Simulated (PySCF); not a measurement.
CH10FNSi3, SMILES F[SiH2]C[SiH2]N[SiH3]. Atoms are numbered in the order given.

```xyz
16

F      2.8694    -0.4437    -1.2418
Si     2.6079    -0.0529     0.3239
C      0.9127     0.7082     0.4519
Si    -0.3743    -0.0808    -0.6854
N     -2.0091     0.4325    -0.3487
Si    -3.1040    -0.1630     0.8676
H      2.6865    -1.3118     1.1171
H      3.6936     0.8823     0.7346
H      0.9616     1.7910     0.2382
H      0.5639     0.6042     1.4968
H     -0.0668     0.2937    -2.0955
H     -0.3039    -1.5615    -0.5029
H     -2.3248     1.2439    -0.8779
H     -2.4867    -1.3968     1.4362
H     -4.4450    -0.4878     0.2909
H     -3.3300     0.8123     1.9826
```
Charge 0, spin multiplicity 1.

Geometry optimised at r2SCAN-D4/def2-SVP. This is a generated structure with no PubChem entry under its InChIKey; it may be hypothetical. The values are those of a single conformer.

Method: PySCF 2.14.0 with TDA-PBE/def2-SVPD.

Vertical excitations. Isolated molecule, no solvent.

Computed excitation energies, oscillator strengths and character:
```
state  energy (eV)  λ (nm)      f                          main pairs
-----  -----------  ------  -----  ----------------------------------
S1            5.32     233  0.031                      HOMO→LUMO 99 %
S2            5.54     224  0.003                    HOMO→LUMO+1 99 %
S3            6.05     205  0.014                    HOMO→LUMO+2 98 %
S4            6.44     192  0.025                    HOMO→LUMO+3 96 %
S5            6.59     188  0.028                    HOMO→LUMO+4 89 %
S6            6.69     185  0.009  HOMO→LUMO+5 84 %, HOMO→LUMO+6 13 %
T1            5.06     245      0                      HOMO→LUMO 99 %
T2            5.44     228      0                    HOMO→LUMO+1 99 %
```
Triplets are in the Tamm–Dancoff approximation.
